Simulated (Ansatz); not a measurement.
Two isomers of CH5NSSi: A = `SC1N[SiH2]1`, B = `[SiH3]/N=C\S`.

Gas-phase electronic energies from Ansatz, PBE0-D4/def2-TZVP geometries. CBS: MP2 limit from def2 TZ/QZ plus the TZ coupled-cluster correction, frozen cores. DFT in def2-TZVPP. B3LYP here is the variant with VWN-RPA as its local correlation; programs differ in this. One conformer a species, not always the lowest.

Problem. Which is lower in electronic energy at CCSD(T)/CBS, and by how much? (An estimate is asked.)

Solution. Computed: B, by 71.2 kJ/mol.

Problem. Give E(B) − E(A) in kJ/mol with PBE0-D4, CCSD/def2-TZVPP, BLYP-D4, B3LYP, CCSD(T)/def2-SVP, B3LYP-D4, LDA (SPW92). (Estimate.)

Solution. Ansatz gave: PBE0-D4 -65.2, CCSD/def2-TZVPP -76.7, BLYP-D4 -98.3, B3LYP -90.4, CCSD(T)/def2-SVP -90.9, B3LYP-D4 -90.0, LDA (SPW92) -53.8. None reverses the order clearly.

Problem. Does the order hold for the free energy at 298.15 K (harmonic terms from PBE0-D4)? (Best estimate.)

Solution. Computed: Yes: G(B) − G(A) = -82.7 kJ/mol, for one conformer each.

Largest T1 diagnostic: 0.015.

From BLYP to BHLYP (50 % exact exchange), in def2-TZVPP and without D4, E(B) − E(A) moves by +12.4 kJ/mol. Leaving LDA and LC-ωPBE aside and taking each functional with its dispersion term where it has one, the values, not all of them listed here, spread over 35.2 kJ/mol, from BLYP-D4 to PBE-QIDH. LDA lies +18.6 kJ/mol from PBE without D4.
